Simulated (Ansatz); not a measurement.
As(OEt)3 (C6H15AsO3). Charge 0, multiplicity 3. Geometry r2SCAN-D4/def2-SVP, that of the neutral singlet; atoms count from 1.

```tsv
atom	x (Å)	y (Å)	z (Å)
As1	0.489	0.908	0.302
O2	1.422	-0.518	-0.237
C3	2.334	-0.354	-1.320
C4	3.035	-1.676	-1.548
H5	1.785	-0.046	-2.231
H6	3.076	0.441	-1.095
H7	3.750	-1.600	-2.382
H8	3.582	-1.983	-0.643
H9	2.298	-2.459	-1.786
O10	-0.665	0.863	-1.063
C11	-1.780	1.749	-1.030
C12	-2.552	1.582	-2.321
H13	-2.425	1.511	-0.161
H14	-1.446	2.802	-0.915
H15	-3.431	2.245	-2.339
H16	-1.912	1.822	-3.185
H17	-2.894	0.541	-2.426
O18	-0.560	-0.006	1.425
C19	-0.017	-0.399	2.682
C20	-1.113	-1.073	3.478
H21	0.830	-1.095	2.525
H22	0.376	0.480	3.236
H23	-0.737	-1.401	4.460
H24	-1.954	-0.380	3.637
H25	-1.491	-1.952	2.934
```

At PBE0-D4/def2-TZVP a singlet of charge 0 lies 4.93 eV below the triplet at the same geometry.

Problem. Estimate the Mulliken populations from the PBE0/def2-TZVP orbitals of Ansatz.

Solution. 
```json
{"atom": "As1", "charge (e)": "0.30", "spin (α − β)": "1.38"}
{"atom": "O2", "charge (e)": "-0.31", "spin (α − β)": "0.13"}
{"atom": "C3", "charge (e)": "-0.06", "spin (α − β)": "-0.01"}
{"atom": "C4", "charge (e)": "-0.34", "spin (α − β)": "0.01"}
{"atom": "H5", "charge (e)": "0.11", "spin (α − β)": "0.01"}
{"atom": "H6", "charge (e)": "0.10", "spin (α − β)": "0.01"}
{"atom": "H7", "charge (e)": "0.12", "spin (α − β)": "0.00"}
{"atom": "H8", "charge (e)": "0.12", "spin (α − β)": "0.00"}
{"atom": "H9", "charge (e)": "0.13", "spin (α − β)": "0.00"}
{"atom": "O10", "charge (e)": "-0.24", "spin (α − β)": "0.19"}
{"atom": "C11", "charge (e)": "-0.06", "spin (α − β)": "-0.02"}
{"atom": "C12", "charge (e)": "-0.34", "spin (α − β)": "0.00"}
{"atom": "H13", "charge (e)": "0.11", "spin (α − β)": "0.00"}
{"atom": "H14", "charge (e)": "0.08", "spin (α − β)": "0.05"}
{"atom": "H15", "charge (e)": "0.11", "spin (α − β)": "0.01"}
{"atom": "H16", "charge (e)": "0.12", "spin (α − β)": "0.00"}
{"atom": "H17", "charge (e)": "0.13", "spin (α − β)": "0.00"}
{"atom": "O18", "charge (e)": "-0.28", "spin (α − β)": "0.23"}
{"atom": "C19", "charge (e)": "0.02", "spin (α − β)": "-0.09"}
{"atom": "C20", "charge (e)": "-0.35", "spin (α − β)": "0.02"}
{"atom": "H21", "charge (e)": "0.10", "spin (α − β)": "0.01"}
{"atom": "H22", "charge (e)": "0.07", "spin (α − β)": "0.07"}
{"atom": "H23", "charge (e)": "0.11", "spin (α − β)": "0.01"}
{"atom": "H24", "charge (e)": "0.12", "spin (α − β)": "0.00"}
{"atom": "H25", "charge (e)": "0.13", "spin (α − β)": "0.00"}
```
Mulliken values depend strongly on the basis.

Problem. Where does the spin sit?

Solution. Summed by element: As 1.38, O 0.55, C -0.09, H 0.17, of 2 unpaired in all. Largest on single atoms: As1 1.38, O18 0.23, O10 0.19.

Problem. And the Mayer bond orders between heavy atoms (over 0.3)?

Solution. As1–O2 0.97 (1.79 Å); As1–O10 0.78 (1.79 Å); As1–O18 0.83 (1.79 Å); O2–C3 0.97 (1.42 Å); C3–C4 1.01 (1.51 Å); O10–C11 0.99 (1.42 Å); C11–C12 1.02 (1.51 Å); O18–C19 0.97 (1.42 Å); C19–C20 1.01 (1.51 Å).
